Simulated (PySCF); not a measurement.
C₄H₅Br.

```xyz
10

C     -3.3974     0.0934    -0.3205
C     -2.2583    -0.8732    -0.2228
C     -1.0121    -0.6125    -0.5357
C      0.2267    -0.3474    -0.8456
Br     1.4741     0.3373     0.4076
H     -3.0667     1.0729    -0.6907
H     -4.1772    -0.2933    -0.9966
H     -3.8689     0.2327     0.6659
H     -2.4883    -1.8845     0.1417
H      0.6532    -0.4958    -1.8407
```
Charge 0, spin multiplicity 1.

Coordinates come from a PBE0-D3(BJ)/def2-SVP optimisation.

These are PBE/pcSseg-1 (PySCF) values and carry that method's errors. Non-relativistic, no solvent.

Computed absolute GIAO shielding of each atom: isotropic value and principal components (ppm):
```csv
atom,σ(iso),σ11,σ22,σ33,span
C1,161.4,150.9,156.2,177.1,26.2
C2,78.6,-4.0,86.1,153.8,157.8
C3,-36.3,-60.8,-45.2,-2.8,58.0
C4,86.0,24.2,96.2,137.6,113.3
Br5,2041.0,1667.1,1691.7,2764.1,1097.0
H6,29.4,25.9,29.0,33.4,7.6
H7,29.3,25.5,27.1,35.3,9.8
H8,29.3,25.7,27.2,35.1,9.5
H9,25.4,22.5,26.2,27.6,5.2
H10,25.2,19.6,24.5,31.3,11.7
```
